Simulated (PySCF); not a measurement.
Structure problem from calculated spectra and properties.

Formula: C9H10.

- Valence photoelectron: vertical ionisation energy: 8.83 eV [ΔSCF CAM-B3LYP/def2-SVPD]
- Rotational structure: rotational constants A, B, C: 4.213, 0.985, 0.833 GHz [PBE0-D3(BJ)/def2-SVP]
- Polarisability: 105.1 au [CAM-B3LYP/def2-SVPD]
- UV, strongest line: among the 10 lowest singlet transitions: S3 at 6.75 eV (184 nm, f = 0.745) [TDDFT CAM-B3LYP/def2-SVPD]
- 13C NMR: chemical shifts (computed TMS as zero) by class: 148.8 (1 C), 146.5 (1 C), 135.0 (2 C), 134.3 (2 C), 132.4 (1 C), 122.6 (1 C), 45.8 (1 C) ppm [GIAO B3LYP/pcSseg-1]
- UV, first state: lowest singlet excitation: 5.39 eV (230 nm, f = 0.003) [TDDFT CAM-B3LYP/def2-SVPD]

The electronic properties come from PySCF, for the isolated species, density fitting. Levels stand in brackets. Geometry: PBE0-D3(BJ)/def2-SVP, one conformer, isolated molecule. NMR classes are plain means over equivalent atoms (diastereotopic ones count apart unless rotation or inversion swaps them), as if these changed places fast.

Question: Propose a structure and show how it fits.

Answer: Numbering: `[CH2:1]=[CH:2][CH2:3][c:4]1[cH:5][cH:6][cH:7][cH:8][cH:9]1`. Its formula, C9H10, gives 5 degrees of unsaturation: 1 ring and 4 π bonds in the structure found (Kekulé form). 9 carbons fall into 7 classes; from least to most shielded: alkene CH carbon [C2] (148.8 ppm), substituted aromatic carbon [C4] (146.5 ppm), aromatic CH carbon [C5/C9] (135.0 ppm, 2 C), aromatic CH carbon [C6/C8] (134.3 ppm, 2 C), aromatic CH carbon [C7] (132.4 ppm), terminal =CH2 carbon [C1] (122.6 ppm), benzylic-type carbon [C3] (45.8 ppm). The first electron is taken from the HOMO, whose largest Löwdin shares are 0.21 on an aromatic CH carbon, 0.20 on the substituted aromatic carbon, 0.12 on an aromatic CH carbon and 0.11 on an aromatic CH carbon. The optimised geometry has point group C1 and is an asymmetric top. Structure: `C=CCc1ccccc1`. Computed isomers that give other values at the same levels: `C=C(C)/C=C/C1=CC1=C` (rotational constant A: 3.931 GHz; this holds for the one conformer computed); `C#CC#CCC(=C)CC` (rotational constant A: 3.001 GHz; this holds for the one conformer computed); `C=CC1=CC=CCC=C1` (rotational constant A: 3.388 GHz; this holds for the one conformer computed). The assignments are read from this structure; whether some other isomer fits the data as well wasn't checked.

Shape of the structure used: `[CH2:1]=[CH:2][CH2:3][c:4]1[cH:5][cH:6][cH:7][cH:8][cH:9]1`: C1–C2–C3–C4 -120°, C2–C3–C4–C5 51°.
